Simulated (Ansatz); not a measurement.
**Relaxing a trial structure of AlF2H5Si2**

The starting geometry of this gas-phase singlet was optimised with GFN2-xTB; its bonds are those of `[F][AlH][SiH2][SiH2]F`.

```yaml
atoms:
  - { symbol: Al, position_ang: [1.5227, -0.9793, -1.0942] }
  - { symbol: F, position_ang: [1.3309, -2.6139, -0.9441] }
  - { symbol: F, position_ang: [1.0144, 0.4268, 2.0522] }
  - { symbol: Si, position_ang: [-0.2470, 0.6378, -0.7500] }
  - { symbol: Si, position_ang: [-0.2260, 1.3069, 1.4760] }
  - { symbol: H, position_ang: [3.0029, -0.6794, -1.4399] }
  - { symbol: H, position_ang: [-0.1911, 1.8580, -1.5920] }
  - { symbol: H, position_ang: [-1.6045, 0.1123, -1.0589] }
  - { symbol: H, position_ang: [0.1855, 2.6680, 1.8033] }
  - { symbol: H, position_ang: [-1.3193, 0.9253, 2.3630] }
```

Problem. Where would you expect an optimisation with B3LYP/6-31G* to take it?

Solution. A new bond forms, giving a structure with F3 bridging Si5 and Al1, given below by its coordinates. Contacts that close: Al1–F3 (3.48 → 1.97 Å).

The energy falls by 0.53 eV over 16 steps:

```tsv
step	E − E(last) (eV)
1	0.531
3	0.324
4	0.295
6	0.287
8	0.263
9	0.213
11	0.064
13	0.000
14	0.000
16	0.000
```

Final geometry (Å):

```yaml
atoms:
  - { symbol: Al, position_ang: [1.4714, -0.7220, -0.5246] }
  - { symbol: F, position_ang: [1.0921, -2.3256, -0.2589] }
  - { symbol: F, position_ang: [1.2593, 0.0397, 1.2848] }
  - { symbol: Si, position_ang: [-0.4749, 0.7426, -1.0291] }
  - { symbol: Si, position_ang: [-0.1208, 1.1184, 1.2550] }
  - { symbol: H, position_ang: [2.9526, -0.3519, -0.9458] }
  - { symbol: H, position_ang: [-0.3123, 2.0248, -1.7697] }
  - { symbol: H, position_ang: [-1.8487, 0.2134, -1.2485] }
  - { symbol: H, position_ang: [0.4614, 2.3872, 1.7625] }
  - { symbol: H, position_ang: [-1.0118, 0.5358, 2.2899] }
```

Frequencies at the end are all real (lowest 66 cm⁻¹). Run with Ansatz 0.2.0, 36 s on 1 thread of AMD EPYC 9R45 96-Core Processor (Zen 5), on a shared host.
